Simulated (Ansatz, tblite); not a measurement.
## Ligand exchange: C2H9NSi + SiH3(CH3) → SiH2(CH3)(NH2) + SiH2(CH3)2

Species: C2H9NSi `CC[SiH2]N`, singlet; SiH3(CH3) (methylsilane), singlet; SiH2(CH3)(NH2), singlet; SiH2(CH3)2 (dimethylsilane), singlet. The partners trade CH3 for H: C–CH3 and Si–H bonds give way to C–H and Si–CH3.

Shapes, held fixed at every level: PBE0-D4/def2-TZVP. Flexible molecules stand in one conformer, not always the lowest. Programs: Ansatz 0.2.0, tblite 0.8.0. The zero-point and thermal change to 298 K, harmonic and unscaled (PBE0-D4/def2-TZVP), is +0.9 kJ/mol.

Q: Estimate ΔH(298 K) of this reaction.

A: The highest level, CCSD(T)/CBS estimate, gives ΔH(298 K) = -51.9 kJ/mol; the levels span -55.2 to +19.5. They disagree on the sign: 1 of 8 are positive. GFN2-xTB strays far from the other rows. The column of differences is taken from that level and isn't an error. No measured value is set beside it here. The CBS estimate extrapolates MP2 from def2-TZVPP and def2-QZVPP and adds CCSD(T) − MP2 in the triple-zeta set, cores frozen. Times are processor times on shared x86 and Arm servers, and rough.

```csv
level,kind,ΔH(298 K) (kJ/mol),less CCSD(T)/CBS estimate,CPU time (sum over the molecules)
GFN2-xTB,semi-empirical,+19.5,+71.4,2.1 s
HF/def2-SVP,Hartree–Fock,-41.0,+10.9,–
SPW92/def2-TZVPP,LDA,-50.0,+1.9,11 s
r2SCAN-D4/def2-TZVPP,meta-GGA,-55.2,-3.3,34 s
B3LYP-D4/def2-TZVPP,global hybrid,-51.1,+0.8,33 s
BHLYP-D4/def2-TZVPP,global hybrid,-51.0,+0.9,22 s
CCSD(T)/def2-SVP,coupled cluster or CI,-35.3,+16.6,21 s
CCSD(T)/CBS estimate,coupled cluster or CI,-51.9,0.0,11 min
```
